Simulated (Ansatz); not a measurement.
Cost and result up the ladder for Zn6O10H8 (24 atoms). Charge 0, multiplicity 1. Geometry: PBE-D4/def2-SVP.

```xyz
24

Zn    0.6726   -1.7275    0.1929
Zn   -1.4410    1.8214    0.3355
Zn    0.1082    1.0974   -1.9604
Zn   -1.7477   -0.7401   -0.8829
Zn    0.2345    0.3470    2.0652
Zn    1.4293    1.8902   -0.0188
O     2.3357   -1.4934   -0.6551
O     0.5275   -1.5788    2.2190
O     2.0602    1.0148   -1.6798
O    -0.1611    0.1160    0.0629
O    -1.0617   -2.5321   -0.5095
O    -1.2628   -0.0544   -2.7143
O     1.8869    1.4678    1.8217
O    -1.2584    1.6030    2.3184
O    -0.1854    2.7123   -0.8108
O    -2.9825    0.6597   -0.2312
H     2.5947   -2.1917   -1.2813
H     1.3223   -1.8490    2.7140
H     2.2654    0.0626   -1.3944
H    -1.5365   -3.0019    0.2014
H    -0.9074   -0.7352   -3.3150
H     2.6809    0.8989    1.8139
H    -2.0651    1.1867    2.6753
H    -3.5087    1.0263   -0.9667
```

Ansatz on 2 threads of AMD EPYC 7R13 on a shared host and a share (18 GiB) of an NVIDIA H100 80GB HBM3. Times are rough, and most runs start from the orbitals of an earlier one. PBE0-D4/def2-TZVP serves as the yardstick here, not as an exact answer. Differences are given only for rows in sets of like size (and for xTB, whose basis is part of the method), since another set adds its own error. Binding counts from free atoms at the same level (Zn singlet, O triplet, H doublet; other spins of the atoms weren't run), without zero-point energy or a counterpoise term.

The 6-31G sets use Cartesian d functions. B3LYP takes the VWN-RPA correlation. Correlated methods freeze 64 core orbitals. The rows differ in basis, and correlated rows in double-zeta sets carry the largest basis error. Single mean-field runs in def2-TZVP are fitted with def2-universal-jkfit.

Correlated methods converge slowly with the basis, most of all in double-zeta sets.

| level | functions | binding energy per atom (eV) | difference from PBE0-D4/def2-TZVP (eV) |
| --- | --- | --- | --- |
| MP2/def2-SVP | 366 | 3.39 | – |
| PBE0-D4/def2-TZVP | 646 | 3.30 | 0.00 |
| r2SCAN-D4/def2-TZVP (with forces) | 646 | 3.42 | 0.11 |
| PBE-D4/def2-TZVP | 646 | 3.41 | 0.10 |
| B3LYP-D4/6-31G | 280 | 3.49 | – |
| B3LYP-D4/def2-TZVP (with forces) | 646 | 3.27 | -0.04 |
| HF/6-31G | 280 | 2.19 | – |
| BLYP-D4/def2-TZVP | 646 | 3.28 | -0.02 |
| PBE0-D4/def2-SVP | 366 | 3.44 | – |
| HF/STO-3G | 166 | 2.06 | – |
| PBE-D4/def2-SVP | 366 | 3.58 | – |
| r2SCANh-D4/def2-TZVP | 646 | 3.37 | 0.07 |

Estimate how long each takes.

PBE-D4/def2-SVP 16 s; PBE0-D4/def2-TZVP 19 s; PBE0-D4/def2-SVP 19 s; HF/STO-3G 19 s; BLYP-D4/def2-TZVP 21 s; HF/6-31G 21 s; PBE-D4/def2-TZVP 22 s; B3LYP-D4/6-31G 23 s; r2SCANh-D4/def2-TZVP 23 s; r2SCAN-D4/def2-TZVP (with forces) 24 s; B3LYP-D4/def2-TZVP (with forces) 24 s; MP2/def2-SVP 24 s. On shared hardware such times vary by a factor of up to 3.
